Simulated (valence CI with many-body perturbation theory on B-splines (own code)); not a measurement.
**Energy levels of Sm49+**

Computed by valence CI with perturbative core correlation (CI+MBPT): three valence electrons over a frozen Dirac-Fock core [Ne], radial functions for each j: 11 s, 11 p, 9 d, 7 f, 5 g, 2 h, 1 i, with the one-electron correlation potential Σ1 (screened to all orders), the two-electron term Σ2, the three-electron term Σ3, Breit, model QED; selected single and double excitations, second order for the rest (own B-spline code, finite nucleus).

No measured spectrum was set against this ion. As an estimate, large intervals hold to a few tenths of a per cent, small ones and those within an open d or f shell to about a per cent.

Levels 46 to 68 of 68, with energies above the lowest level, (3s^2 3p1/2) J=1/2. "Leading %" is the weight of the configuration and term that name the level; weights of strongly mixed levels are sums over their largest components and can fall short. In the jj column 3d3/2^4 stands for four electrons in 3d with j = 3/2.

```csv
No.,Configuration,Term,J,E (× 10³ cm⁻¹),Leading %,g,Second component,Leading jj
46,3p³,²P°,3/2,6084.8,49,1.264,28 % 3p³ ²D°,3p3/2^3 (92 %)
47,3p²3d,²D,3/2,6092.8,39,1.110,24 % 3p²3d ²P,3p1/2 3p3/2 3d3/2 (86 %)
48,3p²3d,²D,5/2,6100.0,27,1.185,24 % 3p²3d ⁴P,3p1/2 3p3/2 3d3/2 (79 %)
49,3p²3d,⁴P,1/2,6125.3,35,1.704,30 % 3p²3d ²P,3p1/2 3p3/2 3d3/2 (88 %)
50,3p²3d,⁴D,7/2,6177.9,46,1.296,36 % 3p²3d ⁴F,3p1/2 3p3/2 3d5/2 (98 %)
51,3p²3d,²G,9/2,6234.6,58,1.183,36 % 3p²3d ⁴F,3p1/2 3p3/2 3d5/2 (93 %)
52,3p²3d,²P,3/2,6254.5,49,1.371,26 % 3p²3d ⁴P,3p1/2 3p3/2 3d5/2 (91 %)
53,3p²3d,²D,5/2,6277.9,38,1.141,23 % 3p²3d ⁴D,3p1/2 3p3/2 3d5/2 (87 %)
54,3s3d²,⁴F,3/2,6311.9,81,0.496,11 % 3s3d² ²D,3s 3d3/2^2 (86 %)
55,3p²3d,²F,7/2,6362.8,48,1.096,22 % 3p²3d ²G,3p1/2 3p3/2 3d5/2 (80 %)
56,3s3d²,⁴F,5/2,6385.6,49,1.105,13 % 3s3d² ²F,3s 3d3/2^2 (58 %)
57,3p²3d,²F,5/2,6395.0,22,1.161,19 % 3p²3d ⁴P,3p1/2 3p3/2 3d5/2 (63 %)
58,3p²3d,²P,1/2,6450.0,50,1.231,32 % 3p²3d ²S,3p1/2 3p3/2 3d5/2 (85 %)
59,3p²3d,²D,3/2,6469.9,61,0.914,11 % 3p²3d ²P,3p1/2 3p3/2 3d5/2 (89 %)
60,3s3d²,⁴P,1/2,6510.0,70,2.402,15 % 3s3d² ²S,3s 3d3/2^2 (78 %)
61,3s3d²,⁴F,7/2,6587.1,91,1.218,4 % 3s3d² ²F,3s 3d3/2 3d5/2 (87 %)
62,3s3d²,⁴P,5/2,6631.7,33,1.244,29 % 3s3d² ⁴F,3s 3d3/2 3d5/2 (87 %)
63,3s3d²,⁴P,3/2,6661.2,87,1.594,8 % 3s3d² ²D,3s 3d3/2 3d5/2 (98 %)
64,3s3d²,⁴F,9/2,6683.8,57,1.238,38 % 3s3d² ²G,3s 3d3/2 3d5/2 (79 %)
65,3s3d²,²G,7/2,6751.4,70,0.965,22 % 3s3d² ²F,3s 3d3/2 3d5/2 (92 %)
66,3s3d²,²F,5/2,6752.9,50,1.135,33 % 3s3d² ⁴P,3s 3d3/2 3d5/2 (78 %)
67,3s3d²,²D,3/2,6766.0,45,1.052,24 % 3s3d² ²P,3s 3d3/2 3d5/2 (75 %)
68,3s3d²,²P,1/2,6832.4,57,1.154,14 % 3s3d² ⁴P,3s 3d3/2 3d5/2 (69 %)
```

Where two levels of one J and parity lie close, their mixing, g and order are uncertain.
